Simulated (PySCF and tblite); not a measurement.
The numbers below are computed, except where a source is named.
System: C₅H₈S₂, numbered as in [CH3:1][S:2][S:3][C:4]1=[CH:5][CH2:6][CH2:7]1.

Level: BP86/pcSseg-1 + D3(BJ) on GFN2-xTB stationary points, with GFN2-xTB thermal terms. Rates follow Eyring's equation with the number of equivalent paths and no tunnelling. (PySCF 2.14 with density fitting, tblite 0.8.)

(1) Estimate the barrier and the room-temperature rate of the rotation about the S2–S3 bond (torsion C1–S2–S3–C4 from 86° to 274°, rising).

Answers

(1) The electronic barrier is 6.4 kcal/mol and ΔG‡(298 K) 6.7 kcal/mol, over a Cs saddle with an imaginary mode of 44i cm⁻¹ (GFN2-xTB). With 1 equivalent path, k is 7.1×10⁷ s⁻¹, a mean lifetime of the start of 14 ns against this motion.
